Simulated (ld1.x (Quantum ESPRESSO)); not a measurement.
**Transferability test, RRKJ potential for Ta**

tantalum, norm-conserving RRKJ (Kleinman–Bylander form), made with ld1.x (Quantum ESPRESSO) 7.5 (PBE, fully relativistic). Core [Kr] 4d10 4f14 5s2, reference 5p6 5d3 6s2 6p0. Waves: 5p (bound): rc 2.15 bohr; 5d (bound): rc 2.80 bohr; 6s (bound): rc 2.40 bohr. Local part: the s channel. Core correction: a·sin(br)/r model core inside 1.20 bohr. rho0 = 0.001.

Open shells are filled in proportion to 2j + 1 (rel_dist='average').

Energies are relative to the spin-unpolarised reference configuration 5p6 5d3 6s2 6p0; without spin polarisation the order of configurations can differ from experiment.

**Question.** Give the all-electron excitation energy and the error of the potential for: 5p6 5d3 6s1 6p0; 5p6 5d3 6s0 6p0; 5p6 5d2 6s0 6p0; 5p6 5d3 6s1 6p1; 5p6 5d3 6s0 6p2; 5p6 5d3.5 6s1.5 6p0; 5p5 5d3 6s2 6p0.

**Answer.**

```json
{"valence configuration": "5p6 5d3 6s1 6p0", "charge": "+1", "ΔE all-electron (eV)": "8.471", "error AE − PS (meV)": "-4.5"}
{"valence configuration": "5p6 5d3 6s0 6p0", "charge": "+2", "ΔE all-electron (eV)": "23.445", "error AE − PS (meV)": "-35"}
{"valence configuration": "5p6 5d2 6s0 6p0", "charge": "+3", "ΔE all-electron (eV)": "47.037", "error AE − PS (meV)": "-71"}
{"valence configuration": "5p6 5d3 6s1 6p1", "charge": "0", "ΔE all-electron (eV)": "4.146", "error AE − PS (meV)": "-471"}
{"valence configuration": "5p6 5d3 6s0 6p2", "charge": "0", "ΔE all-electron (eV)": "8.523", "error AE − PS (meV)": "-1119"}
{"valence configuration": "5p6 5d3.5 6s1.5 6p0", "charge": "0", "ΔE all-electron (eV)": "0.987", "error AE − PS (meV)": "-2.7"}
{"valence configuration": "5p5 5d3 6s2 6p0", "charge": "+1", "ΔE all-electron (eV)": "45.485", "error AE − PS (meV)": "-435"}
```
